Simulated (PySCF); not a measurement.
An unknown gives this computed stick spectrum. The calculation used TDDFT CAM-B3LYP/def2-SVPD, vertical, gas phase, core orbitals frozen in the response (PySCF). Geometries: GFN2-xTB, one conformer each.

| state | E (eV) | f |
| --- | --- | --- |
| S1 | 5.40 | 0.0000 |
| S2 | 5.94 | 0.019 |
| S3 | 6.36 | 0.015 |
| S4 | 6.96 | 0.055 |
| S5 | 7.33 | 0.0006 |
| S6 | 7.46 | 0.0000 |
| S7 | 8.09 | 0.086 |
| S8 | 8.15 | 0.0000 |

Problem. Which structure fits?
A. `CSC` (C2H6S)
B. `C[Si@@H](O)S` (CH6OSSi)
C. `CC#C` (C3H4)

Solution. A. Its S1, at 5.40 eV, is the lowest among the candidates; the nearest of the others has S1 at 5.90 eV. S1 is HOMO→LUMO+1 (83%), HOMO→LUMO+6 (14%). Löwdin shares by element: HOMO sulfur 71%, carbon 20%; LUMO (one of a set within 0.03 eV) sulfur 35%, carbon 27%, hydrogen 8% or more (atoms not listed hold the other 31%). At the same level the other candidates give, for their lowest levels:
- `C[Si@@H](O)S`: 5.90 eV (f 0.006); 6.54 eV (f 0.050); 6.94 eV (f 0.007); 7.50 eV (f 0.010); 7.58 eV (f 0.014); T1 5.54 eV; HOMO -8.61, LUMO 0.68 eV
- `C#CC`: 6.72 eV (f 0.000); 6.98 eV (f 0.002 summed over 2 states); 7.41 eV (f 0.040 summed over 2 states); 8.47 eV (f 0.052 summed over 2 states) [of 8 roots; the last level is left out, as the window may have cut its degenerate partner]; T1 5.54 eV; HOMO -9.13, LUMO 1.38 eV
Triplets come from the Tamm–Dancoff approximation.
